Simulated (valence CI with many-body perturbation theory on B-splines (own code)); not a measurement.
The numbers below are computed, except where a source is named.
**Hyperfine factors and g values of Hf XXXIII**

Level of theory: valence CI with perturbative core correlation (CI+MBPT): four valence electrons over a frozen Dirac-Fock core [Kr], a basis of 9 s, 9 p, 10 d, 8 f, 5 g, 3 h, 1 i functions for each j, with the one-electron correlation potential Σ1 (screened to all orders), the two-electron term Σ2, the three-electron term Σ3, Breit, model QED; selected single and double excitations, second order for the rest (own B-spline code, finite nucleus).

The last digits are not significant, and no measured levels were compared; by estimate large intervals hold to a few tenths of a per cent, small ones and those within an open d or f shell to about a per cent. Only levels of the ground parity were solved; by the run's estimate the other parity begins above the list, which can be wrong where configurations are misplaced.

A/g_I is the dipole constant over the nuclear g factor μ/I (μ in nuclear magnetons, uniformly magnetised nucleus), B/Q the quadrupole constant per barn. Both hold the static response of the core; the bare values leave it out. Large factors of s and p1/2 electrons are usually good to 5 to 10 %; those of open d and f shells near neutrality can be off by tens of per cent, and small factors of p3/2, d and f electrons come from cancelling terms and can be off by a factor of two or in sign, in half-filled shells by more. B is blank for J = 1/2, where it vanishes, and for nearly pure S terms. Energies count from the lowest level. Levels with J = 0 are left out.

Levels are named by their leading jj configuration (3d3/2^4 stands for four electrons in 3d with j = 3/2), which in mixed levels can hold well under half, so a name can repeat and another be missing. Letters in brackets count levels of one name in rising energy.

```tsv
Level	E (eV)	g	A/g_I (MHz)	A/g_I bare	B/Q (MHz/b)	B/Q bare
(4d3/2^3 4d5/2) J=1	12.036	1.497	-1920	-993	4650	4450
(4d3/2^3 4d5/2) J=2	16.722	1.275	7660	8050	10200	9840
(4d3/2^3 4d5/2) J=4	16.734	1.088	13400	13300	439	324
(4d3/2^3 4d5/2) J=3	18.154	1.176	11400	11500	7400	7090
(4d3/2^2 4d5/2^2) J=2 [a]	28.328	1.182	5310	5520	9130	8800
(4d3/2^2 4d5/2^2) J=4 [a]	28.628	1.157	10700	10800	-5580	-5430
(4d3/2^2 4d5/2^2) J=3 [a]	29.177	1.137	9370	9450	1980	1890
(4d3/2^2 4d5/2^2) J=5	30.971	1.083	12300	12300	11700	11300
(4d3/2^2 4d5/2^2) J=1	32.062	1.134	13600	13700	1150	1090
(4d3/2^2 4d5/2^2) J=6	32.267	1.081	13100	13000	14200	13600
(4d3/2^2 4d5/2^2) J=3 [b]	33.792	1.100	13700	13600	3890	3740
(4d3/2^2 4d5/2^2) J=4 [b]	33.846	1.032	14200	14000	-4420	-4210
(4d3/2^2 4d5/2^2) J=2 [b]	34.265	1.096	12500	12400	4770	4580
(4d3/2^2 4d5/2^2) J=2 [c]	38.751	1.002	17000	16800	-1780	-1730
(4d3/2^2 4d5/2^2) J=4 [c]	39.972	1.217	9090	9350	21200	20400
(4d3/2^2 4d5/2^2) J=2 [d]	44.133	1.188	11300	11400	-5070	-4840
(4d3/2 4d5/2^3) J=4 [a]	44.820	1.128	9390	9450	-9410	-9080
(4d3/2 4d5/2^3) J=3 [a]	44.852	1.166	7330	7490	1600	1570
(4d3/2 4d5/2^3) J=1 [a]	46.629	0.923	13400	13000	5560	5320
(4d3/2 4d5/2^3) J=5	46.968	1.144	10600	10700	-8050	-7770
(4d3/2 4d5/2^3) J=6	47.483	1.078	12200	12200	16500	15900
(4d3/2 4d5/2^3) J=2 [a]	49.925	1.053	13800	13700	11200	10700
(4d3/2 4d5/2^3) J=3 [b]	50.629	1.090	12000	12000	4510	4390
(4d3/2 4d5/2^3) J=3 [c]	55.559	1.061	13300	13200	17800	17100
(4d3/2 4d5/2^3) J=1 [b]	55.565	1.434	1910	2670	-8400	-8060
(4d3/2 4d5/2^3) J=4 [b]	56.271	1.044	13500	13400	16500	15900
(4d3/2 4d5/2^3) J=2 [b]	57.399	1.116	11900	12000	-19900	-19100
(4d5/2^4) J=4	63.356	1.160	8890	9020	-15500	-14900
(4d5/2^4) J=2	67.407	1.060	9880	9800	7710	7410
```

(1) Take the isotope of mass number 177, with I = 7/2, μ = 0.791 μN and Q = 3.37 b. What is the hyperfine structure of (4d3/2^2 4d5/2^2) J=4 [a]?

Answers

(1) From the table A = 2410 MHz, B = -18800 MHz. Shifts from the centre of gravity in MHz: F = 1/2: -51400, F = 3/2: -45400, F = 5/2: -35900, F = 7/2: -23600, F = 9/2: -9540, F = 11/2: 5040, F = 13/2: 18500, F = 15/2: 29000.
